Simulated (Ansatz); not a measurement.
Single points on Li₃Si₂⁻.

```yaml
crystal:
  periodic: [false, false, false]
  atoms:
    - {symbol: Li, position_ang: [-1.027789, -1.291289, 1.100291]}
    - {symbol: Li, position_ang: [-0.203075, -1.088183, -1.840636]}
    - {symbol: Li, position_ang: [0.930729, 1.949861, 0.936612]}
    - {symbol: Si, position_ang: [-0.800888, 0.779765, -0.327998]}
    - {symbol: Si, position_ang: [1.101024, -0.350164, 0.131731]}
basis:
  gaussian: {orbitals: def2-TZVPD}
total_charge: -1
magnetization: {spin_polarized: true, initial_magnetization: 2}
hamiltonian: {xc: pbe0, dispersion: d4}
scf: {omitted_lower_state_checks: [starts]}
output: {orbitals: {seedname: orbitals}}
```

The file start.molden holds the orbitals of an earlier run on this structure, at another level or in another basis.

```sh
$ ansatz run in.yaml --threads 4 --pin off --events-out ev --progress --plain --max-ram 3916MiB
```

It prints (some lines left out):

```
Functional definition: PBE0
1087 factors; their error is unknown
mean field evaluation 1: about -16358.0568 eV, gradient 1.6e1 eV
mean field evaluation 2: about -16326.4389 eV, gradient 5.0e1 eV
mean field evaluation 4: about -16360.6938 eV, gradient 2.9e0 eV
mean field evaluation 8: about -16360.7813 eV, gradient 1.7e-1 eV
mean field evaluation 16: about -16361.1671 eV, gradient 1.7e0 eV
mean field -16361.24466116 eV, -601.2646512477 hartree, gradient 8.9e-6 eV, S^2 2.009006; 0 other end points of the search recorded, 0 dependent functions left out
reference -16361.24469733 eV, -601.2646525767 hartree; 20, 18 occupied and 117, 119 virtual orbitals, 1087 factors
Total energy: -16361.36380376 eV, -601.2690296574 hartree
Checks for a lower state left out: starts
```

Run time 4.4 s (4 threads of Arm Neoverse V1 on a shared host).

As the first input, with `gaussian: {orbitals: def2-TZVPD, initial_orbitals: start.molden}`, `hamiltonian: {xc: pbe, dispersion: d4}` (abridged; 2.9 s):

```
Functional definition: PBE
mean field -16359.73487151 eV, -601.2091675013 hartree, gradient 1.1e-5 eV, S^2 2.005869
Total energy: -16359.87572672 eV, -601.2143438350 hartree
Checks for a lower state left out: starts
```

First input, but with `gaussian: {orbitals: def2-TZVPD, initial_orbitals: start.molden}`, `hamiltonian: {xc: r2scan, dispersion: d4}` (abridged; 15 s):

```
Functional definition: r2SCAN
mean field evaluation 16: about -16367.5445 eV, gradient 2.5e-5 eV
mean field -16367.54452494 eV, -601.4961669714 hartree, gradient 7.1e-6 eV, S^2 2.015082
Total energy: -16367.57032272 eV, -601.4971150223 hartree
Checks for a lower state left out: starts
```

Geometry: PBE0-D4/def2-TZVP, that of the neutral doublet.

At PBE0-D4/def2-TZVPD, PBE-D4/def2-TZVPD, r2SCAN-D4/def2-TZVPD the highest occupied level of the charge -1 triplet lies above zero (up to 0.83 eV). By energy differences its removal costs 0.44 eV (vertical, to the charge 0 doublet, at r2SCAN-D4/def2-TZVPD); a positive level beside a positive removal energy at the same level points to self-interaction error. The structure comes from a short search, and lower isomers may exist.
